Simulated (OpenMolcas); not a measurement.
Mn2+: moving or changing the point charges

Mn2+ among 4 point charges of -1 e arranged as a tetrahedron (Td), 1.9 Å from the ion.

| Quantity | Value |
| --- | --- |
| Program | OpenMolcas 26.06 |
| Method | CASSCF |
| Basis | ANO-RCC-VDZP [5s4p2d1f] |
| Scalar Hamiltonian | DKH2, point nucleus |
| Active space | 5 electrons in 5 orbitals (3d) |
| State averaging | 2S+1 = 6 even, 1 root; 2S+1 = 4 even, 24 roots; 2S+1 = 2 even, 75 roots |
| Spin-orbit coupling | RASSI with atomic mean-field integrals over the reference wave functions |

Runs around this geometry, states (labels of Td). Energies in cm-1 above the lowest state or level, χT in cm3 K/mol; 10Dq and B are least-squares fits to the states below 45000 cm-1, weighted by degeneracy, with a free offset, and given where the rms deviation is under 5 % of |10Dq| (or 100 cm-1) and under 700 cm-1; 10Dq is negative for this site.

```json
{"R (Å)": "1.9", "q (e)": "-0.8", "Ground state": "6A1", "10Dq": "-1222", "B (rms of fit)": "1110 (30)", "First gap with spin-orbit (degeneracies)": "31469 (6, 4)", "χT at 300 K": "4.386", "First state of another spin": "4T1 31482"}
{"R (Å)": "1.75", "q (e)": "-1", "Ground state": "6A1", "10Dq": "-1994", "B (rms of fit)": "1100 (36)", "First gap with spin-orbit (degeneracies)": "30904 (6, 2)", "χT at 300 K": "4.386", "First state of another spin": "4T1 30924"}
{"R (Å)": "1.9", "q (e)": "-1", "Ground state": "6A1", "10Dq": "-1458", "B (rms of fit)": "1107 (31)", "First gap with spin-orbit (degeneracies)": "31311 (6, 2)", "χT at 300 K": "4.386", "First state of another spin": "4T1 31326"}
{"R (Å)": "1.99", "q (e)": "-1", "Ground state": "6A1", "10Dq": "-1212", "B (rms of fit)": "1109 (30)", "First gap with spin-orbit (degeneracies)": "31467 (6, 4)", "χT at 300 K": "4.386", "First state of another spin": "4T1 31480"}
```

Taking |10Dq| as R^-n, n = -ln(1212 / 1994) / ln(1.99 / 1.75) = 3.9 between the shortest and longest distance. The point-charge formula for a cubic d site gives n = 5.

Scaling the charges by -0.8 / -1 = 0.80 scales |10Dq| by 1222 / 1458 = 0.84; with fixed orbitals a first-order splitting would follow the charge.

Without dynamic correlation the repulsion within the d shell is too large (B by tens of per cent), so at a given field states of lower spin stand too high. This is an electrostatic model: the charges have no orbitals. No measured value stands beside these numbers.
